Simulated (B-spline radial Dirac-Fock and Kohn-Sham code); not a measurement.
**f′ and f″ of Cl, 6.9303 keV to 71.97 keV**

Calculated with a radial atomic solver, using the dispersion relation over Dirac-Hartree-Slater subshell photoionisation cross sections, with the Kissel-Pratt high-energy constant (isolated atom, no bound-bound lines or fine structure). The forward scattering factor is f₀ + f′ + i f″.

No edge lies in or near this range.

| hν (eV) | λ (Å) | f′ (e) | f″ (e) | tabulated f′ | tabulated f″ |
| --- | --- | --- | --- | --- | --- |
| 6930.3 | 1.789 | 0.392 | 0.938 | 0.38 | 0.91 |
| 7741 | 1.602 | 0.377 | 0.768 | 0.37 | 0.75 |
| 8047.8 | 1.541 | 0.369 | 0.716 | 0.36 | 0.70 |
| 9251.7 | 1.340 | 0.332 | 0.553 | 0.33 | 0.54 |
| 12000 | 1.033 | 0.254 | 0.338 | 0.25 | 0.33 |
| 15000 | 0.8266 | 0.190 | 0.219 | 0.19 | 0.21 |
| 15450 | 0.8025 | 0.182 | 0.207 | 0.18 | 0.20 |
| 17479.3 | 0.7093 | 0.152 | 0.162 | 0.15 | 0.16 |
| 22162.9 | 0.5594 | 0.103 | 0.100 | 0.10 | 0.10 |
| 22430 | 0.5528 | 0.101 | 0.098 | 0.10 | 0.10 |
| 23360 | 0.5308 | 0.094 | 0.090 | 0.09 | 0.09 |
| 24209.8 | 0.5121 | 0.088 | 0.084 | 0.09 | 0.08 |
| 25680 | 0.4828 | 0.079 | 0.074 | 0.08 | 0.07 |
| 26300 | 0.4714 | 0.075 | 0.071 | 0.07 | 0.07 |
| 30000 | 0.4133 | 0.057 | 0.054 | 0.06 | 0.05 |
| 36520 | 0.3395 | 0.036 | 0.036 | 0.03 | 0.03 |
| 40000 | 0.3100 | ? | ? | ? | ? |
| 46430 | 0.2670 | 0.017 | 0.021 | 0.02 | 0.02 |
| 71970 | 0.1723 | -0.004 | 0.008 | -0.01 | 0.01 |

**Question.** What are f′ and f″ at 40000 eV?

**Answer.** f′ = 0.028 and f″ = 0.029 electrons (tables: 0.03 and 0.03). By the optical theorem f″ corresponds to a photoabsorption cross section 2 rₑ λ f″ = 51.4 b.

Tabulated f′: xraylib 4.2 anomalous scattering factors (Cullen et al., EPDL97); f″: Chantler's tables (J. Phys. Chem. Ref. Data 1995 and 2000). Both are theoretical tables.
